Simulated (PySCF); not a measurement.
A search over the determinants of RbO

Unrestricted PBE0; basis Rb def2-TZVPP with ECP28, O def2-TZVPP; scalar-relativistic core potentials; PySCF 2.14. Outer shells of the fragments: Rb 5s1; O 2s2 2p4.

Followed along the bond (rough minima from three points):

```
2Ms+1   unpaired  ⟨S²⟩ at the start  R at minimum (Å)  Te (eV)
    2        σ ↑               0.76              2.33     0.00
    2        π ↑               0.76              2.49     0.02
    4  σ ↑, π ↑↑               3.75  none in the scan   ≤ 2.62
```

Solutions found at the starting distance of 2.660 Å, counted from the lowest of them; the search is not exhaustive and high or unbound solutions are not listed, so other states can lie among these:

| 2Ms+1 | unpaired | term | E (eV) | ⟨S²⟩ | ⟨Lz²⟩ | μ (D) |
| --- | --- | --- | --- | --- | --- | --- |
| 2 | π ↑ | ²Π | 0.00 | 0.76 | 1.01 | -10.02 |
| 2 | σ ↑ | ²Σ⁺ | 0.17 | 0.76 | 0.00 | -10.61 |
| 4 | σ ↑, π ↑↑ | ⁴Σ⁻ | 2.67 | 3.75 | 0.00 | 1.38 |
| 2 | σ ↓, π ↑↑ | mixed | 2.70 | 1.75 | 0.00 | 1.80 |
| 4 | σ ↑↑, π ↑ | ⁴Π | 2.73 | 3.75 | 1.01 | 1.70 |
| 2 | σ ↑, π ↑↓ | mixed | 3.43 | 1.75 | 2.01 | 1.58 |

A term symbol is given only where ⟨S²⟩ and ⟨Lz²⟩ are close to those of a pure state; real π, δ and φ orbitals otherwise mix terms. A positive dipole means Rb(−)O(+).

Q: Compare the gap between the two lowest followed solutions at the starting distance with the gap between their minima.

A: At PBE0 the second solution (doublet, unpaired electrons π ↑) lies -0.17 eV from the first (doublet, unpaired electrons σ ↑) at 2.660 Å and +0.02 eV at the minima; the two curves relax by different amounts, since their minima lie near 2.49 and 2.33 Å. A gap this small is a tie at this level.

Spin–orbit coupling is left out. Counting both spins, an empty level lies below a filled one in some of these solutions, because spin and occupation are held.
